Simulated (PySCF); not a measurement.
PySCF 2.14 output of an unrestricted BP86 calculation on a single atom or ion in x2c-TZVPall (8s6p4d2f, 60 functions), with the spin-free X2C one-electron Hamiltonian (Gaussian nucleus):

```
SCF conv_tol = 1e-09
number electrons alpha = 25  beta = 24
    A. D. Becke.,  Phys. Rev. A 38, 3098 (1988)
    J. P. Perdew.,  Phys. Rev. B 33, 8822 (1986)
cycle= 1 E= -6480.50279905153  delta_E= -0.0137  |g|= 0.0415  |ddm|= 0.395
cycle= 2 E= -6480.5028568892  delta_E= -5.78e-05  |g|= 0.0214  |ddm|= 0.0326
cycle= 3 E= -6480.50291767815  delta_E= -6.08e-05  |g|= 0.00525  |ddm|= 0.0193
cycle= 4 E= -6480.50292254433  delta_E= -4.87e-06  |g|= 5.2e-05  |ddm|= 0.00465
cycle= 5 E= -6480.50292254526  delta_E= -9.31e-10  |g|= 3.59e-06  |ddm|= 7.82e-05
converged SCF energy = -6480.50292254526  <S^2> = 0.75111697  2S+1 = 2.0011167
```

The run itself started from symmetry-adapted Hartree-Fock orbitals and held the occupation by maximum overlap, on a logarithmic radial grid, so the iterations belong to that start.

Task: Which element, charge and spin multiplicity is this?

Result: Sb(2+) (antimony, charge +2), multiplicity 2; the state was [Kr] 4d10 5s2 5p1, 2P determinant.
